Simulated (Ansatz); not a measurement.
Species: C2H4BO2 (charge -1, singlet). It need not be the lowest isomer of its formula. Whether it binds its extra electron was not tested at this geometry. 
Coordinates optimised at B3LYP-D3(BJ)/def2-TZVP (Ansatz, a program for electronic structure):
```
B
O 1 1.3738
H 2 1.0103 1 99.28
O 1 1.3998 2 117.93 3 180.00
H 4 0.9635 1 108.23 2 0.00
C 1 1.5435 2 116.80 3 0.00
C 6 1.3635 1 113.47 2 0.00
H 6 1.1027 7 124.69 3 -180.00
H 7 1.1109 6 112.88 8 0.00
```
Charge -1, spin multiplicity 1.

Parts of the frozen-core correlation energy in cc-pVTZ (Ansatz, hartree). Frozen orbitals: 5; correlated occupied orbitals by spin: 14 and 14; virtual: 187 and 187. Spin-orbit coupling is left out. No relativistic terms.

```tsv
term	value
reference (HF)	-252.60217
MP2 opposite-spin	-0.68380
MP2 same-spin	-0.22961
CCSD correlation	-0.93357
(T)	-0.04084
T1 diagnostic	0.015
largest doubles amplitude	0.071
```
